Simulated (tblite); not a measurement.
Species: C8H18P (charge +1).
Geometry (GFN2-xTB, Å), atoms numbered from 1 in this order:
```xyz
27
C8H18P angstrom
C      1.0050    2.4862   -1.7088
C      0.6393    2.0807   -0.5010
P     -0.1309    0.4930   -0.1954
C     -1.8531    0.7823    0.3189
C     -2.5895   -0.4907    0.7431
C     -2.5555   -1.5612   -0.3378
C      0.7824   -0.4134    1.0874
C      2.2869   -0.4799    0.8108
C      2.5964   -1.1322   -0.5289
H      0.8738    1.8723   -2.5866
H      1.4530    3.4533   -1.8671
H      0.7706    2.6992    0.3799
H     -0.1328   -0.1895   -1.3894
H     -2.3600    1.2580   -0.5276
H     -1.8262    1.5073    1.1404
H     -2.1594   -0.8820    1.6668
H     -3.6255   -0.2232    0.9559
H     -2.9587   -1.1795   -1.2732
H     -1.5366   -1.9128   -0.5118
H     -3.1553   -2.4153   -0.0362
H      0.5847    0.1050    2.0338
H      0.3587   -1.4198    1.1580
H      2.7533   -1.0539    1.6128
H      2.7131    0.5252    0.8328
H      2.1359   -2.1152   -0.5992
H      2.2413   -0.5119   -1.3535
H      3.6693   -1.2559   -0.6455
```

Computed values, GFN2-xTB/tblite, gas phase, harmonic and unscaled. Against measured fundamentals such values can be off by several per cent, at times by over 20. Modes of hydrogen on phosphorus can be 10 to 20 % off. One conformer, not necessarily the lowest.

Harmonic wavenumbers (cm⁻¹): 50.1, 58.2, 71.1, 89.6, 117.7, 129.3, 158.5, 191.0, 225.2, 252.3, 274.9, 289.5, 353.5, 404.5, 428.0, 554.8, 647.9, 678.6, 763.7, 771.4, 777.0, 818.4, 831.1, 863.6, 873.3, 919.3, 928.2, 931.4, 991.7, 1002.4, 1020.6, 1024.7, 1052.0, 1059.5, 1105.5, 1108.4, 1170.8, 1172.5, 1214.1, 1217.5, 1221.2, 1259.0, 1263.5, 1329.3, 1330.6, 1376.2, 1393.0, 1399.9, 1416.3, 1418.1, 1475.1, 1480.4, 1483.4, 1486.2, 1493.8, 1495.7, 1643.8, 2435.5, 2913.0, 2923.9, 2934.4, 2941.9, 2980.4, 2983.3, 2990.7, 2991.4, 3007.3, 3008.3, 3021.7, 3039.8, 3041.0, 3063.8, 3064.8, 3088.7, 3125.9.

A = 1552, B = 923.7, C = 695.8 MHz; mass 145.115 u (most abundant isotopes); point group C1, symmetry number 1.

Q: What is the zero-point energy?

A: ½Σν̃ = 52057 cm⁻¹ = 622.74 kJ/mol.

Q: What is S at 298.15 K and 1 bar for an ideal gas of classical rigid rotors and harmonic oscillators?

A: Translation 170.93, rotation 126.17, vibration 174.76: S = 471.9 J/(mol K).

Q: And Cp and H(298.15 K) − H(0)?

A: Cp = 204.69 J/(mol K), of which vibrations give 171.43 (their classical limit is 75 R = 623.6); H(298.15 K) − H(0) = 36.67 kJ/mol without the zero-point energy, 26.75 from vibrations.

Q: Which modes carry the vibrational entropy at 298.15 K?

A: 50.1 cm⁻¹: 20.14; 58.2 cm⁻¹: 18.90; 71.1 cm⁻¹: 17.25; 89.6 cm⁻¹: 15.35; 117.7 cm⁻¹: 13.13; 129.3 cm⁻¹: 12.37 J/(mol K); the other 69 give 77.63 together.

Q: Blend soft modes into free rotors: weight 1/[1 + (100 cm⁻¹/ν̃)⁴] for the oscillator and the rest for a rotor with moment μB/(μ + B), μ = h/(8π²ν), B = 10⁻⁴⁴ kg m². What vibrational entropy results?

A: 159.63 J/(mol K) in place of 174.76, which changes −T·S at 298.15 K by +4.51 kJ/mol.

Hindered rotation and anharmonicity are outside this model. Other conformers, if any are populated, would add a mixing term that is left out. The structure is chiral; the term R ln 2 for an equal mix with its mirror image is left out.
